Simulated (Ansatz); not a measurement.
All numbers were calculated with Ansatz.

A structure relaxed at PBE0-D4/def2-TZVP, charge 0, multiplicity 1:

```json
{"atom": "C1", "x (Å)": "-0.9052", "y (Å)": "-2.6334", "z (Å)": "1.1120"}
{"atom": "Al2", "x (Å)": "0.4362", "y (Å)": "-1.3694", "z (Å)": "0.5087"}
{"atom": "O3", "x (Å)": "-0.0509", "y (Å)": "-0.1560", "z (Å)": "-0.5719"}
{"atom": "C4", "x (Å)": "0.6272", "y (Å)": "0.9271", "z (Å)": "-1.1593"}
{"atom": "Si5", "x (Å)": "-0.0537", "y (Å)": "2.5533", "z (Å)": "-0.4767"}
{"atom": "H6", "x (Å)": "-0.6156", "y (Å)": "-3.6614", "z (Å)": "0.8719"}
{"atom": "H7", "x (Å)": "-1.8794", "y (Å)": "-2.4401", "z (Å)": "0.6579"}
{"atom": "H8", "x (Å)": "-1.0239", "y (Å)": "-2.5900", "z (Å)": "2.1995"}
{"atom": "H9", "x (Å)": "1.9649", "y (Å)": "-1.3742", "z (Å)": "0.9391"}
{"atom": "H10", "x (Å)": "1.7126", "y (Å)": "0.8829", "z (Å)": "-0.9835"}
{"atom": "H11", "x (Å)": "0.4911", "y (Å)": "0.8999", "z (Å)": "-2.2482"}
{"atom": "H12", "x (Å)": "0.6628", "y (Å)": "3.7126", "z (Å)": "-1.0785"}
{"atom": "H13", "x (Å)": "0.1394", "y (Å)": "2.5781", "z (Å)": "0.9995"}
{"atom": "H14", "x (Å)": "-1.5056", "y (Å)": "2.6707", "z (Å)": "-0.7705"}
```

(1) Give its formula and SMILES.

(2) Point group (tolerance 0.08 Å, 0.16 Å for H)?

(3) Summarise the bond lengths by kind.

Results:

(1) C2H9AlOSi, `[CH3][AlH][O]C[SiH3]`.

(2) C1.

(3) 1 × Al–C 1.939 Å; 5 × C–H 1.092 to 1.100 Å; 1 × Al–O 1.696 Å; 1 × Al–H 1.588 Å; 1 × C–O 1.406 Å; 1 × C–Si 1.890 Å; 3 × H–Si 1.486 to 1.490 Å.
